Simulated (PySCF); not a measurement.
Worked example: oscillator strength and radiative lifetime

silylphosphine (H₅PSi), SMILES P[SiH3].

Geometry: PBE0-D3(BJ)/def2-TZVP.

TDA-M06-2X/def2-SVPD run with PySCF puts the first singlet state with f over 0.02 at 6.66 eV (vertical), with the transition dipole (-0.191, -0.437, 0.000) in atomic units.

Question: Find the oscillator strength, the wavelength and the radiative lifetime that this transition would have in vacuum if emission retraced absorption.

Answer: 
|μ|² = 0.2274 au, so |μ| = 1.21 D. ΔE = 6.66/27.211 = 0.2448 hartree. f = (2/3) ΔE |μ|² = 0.037 (the program prints 0.037).
λ = 1239.84/6.66 = 186 nm; ν = 53716 cm⁻¹.
Einstein's coefficient A = 0.6670 ν² f s⁻¹ (ν in cm⁻¹) = 7.1e7 s⁻¹, so τ = 1/A = 14 ns. This state is S2; the lower singlet has f = 0.013. The figure is the radiative limit of this one transition; relaxation, internal conversion, crossing to triplets and a medium change what is measured.
